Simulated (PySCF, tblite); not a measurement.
Compound: C5H7BClN2 (doublet state).
Structure used (GFN2-xTB), in Å, numbered top down from 1:
```
atom  x, y, z in Å
C1    -2.074   -1.336    0.539
C2    -1.667   -0.252   -0.032
C3    -0.499    0.581   -0.308
C4    -0.584    1.909    0.450
N5     0.726   -0.134    0.064
B6     1.733   -0.592   -0.768
Cl7    1.706   -0.283   -2.477
C8     2.905   -1.382   -0.180
N9     3.783   -1.976    0.257
H10   -3.114   -1.629    0.521
H11   -1.430   -2.041    1.070
H12   -0.438    0.777   -1.385
H13    0.290    2.517    0.231
H14   -1.476    2.450    0.148
H15   -0.632    1.730    1.522
H16    0.762   -0.329    1.055
```

Jobs on this species (16 atoms, 73 electrons) with PySCF (density fitting) and tblite. Hardware of each: AMD EPYC 7B13, one thread, no GPU, on a shared host. The host was shared with other jobs, so the times are rough.

**Question.** Rank these jobs by wall time, shortest first.
A. UKS B3LYP, pcH-1 on B C Cl H N, non-relativistic, mean-field spin-orbit, GIAO; unrestricted SCF, g, hyperfine, density and orbital grids written; 305 basis functions
B. GFN2-xTB; L-BFGS relaxation
C. GFN2-xTB; Hessian by finite differences

**Answer.** C (0.71 s), B (1.6 s), A (95 s).

All jobs:

| level and settings | work | basis functions | SCF cycles | wall time |
| --- | --- | --- | --- | --- |
| GFN2-xTB | Hessian by finite differences | – | – | 0.71 s |
| GFN2-xTB | L-BFGS relaxation | – | – | 1.6 s |
| UKS B3LYP, pcH-1 on B C Cl H N, non-relativistic, mean-field spin-orbit, GIAO | unrestricted SCF, g, hyperfine, density and orbital grids written | 305 | 16 | 95 s |

**Question.** What do all jobs in the table cost together?

**Answer.** About 97 s; the longest takes about 98 % of that, and about 130 times as long as the shortest.
